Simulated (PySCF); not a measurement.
Zr(Me)2(H)2 (C₂H₈Zr), SMILES [CH3][ZrH2][CH3], multiplicity 1. The structure is a stationary point at B3LYP-D3(BJ)/def2-SVP. The spin state was assumed, not searched. The def2 effective core potentials stand for the cores of Zr; spin–orbit coupling is left out.

These are B3LYP-D3(BJ)/def2-SVP in PySCF values and carry that method's errors.

Harmonic wavenumbers (cm⁻¹): 97, 100, 130, 234, 292, 318, 438, 465, 474, 538, 555, 574, 618, 1144, 1146, 1387, 1391, 1391, 1391, 1639, 1670, 2971, 2972, 3057, 3058, 3086, 3090. Rotational constants (GHz): 9.604, 4.414, 3.347; symmetry number 2.

Question: Work out the zero-point energy and the ideal-gas rigid-rotor harmonic-oscillator thermochemistry at 298.15 K and 1 atm.

Answer: ZPE = ½ Σ hcν = ½ × 34226 cm⁻¹ = 48.93 kcal/mol. H − E(el) = 54.47 kcal/mol. Entropy in cal/(mol K): translation 40.34, rotation 23.85, vibration 19.06, total 83.25. G − E(el) = 29.64 kcal/mol. Cp = 28.30 cal/(mol K). Modes under 150 cm⁻¹ make the vibrational entropy uncertain.
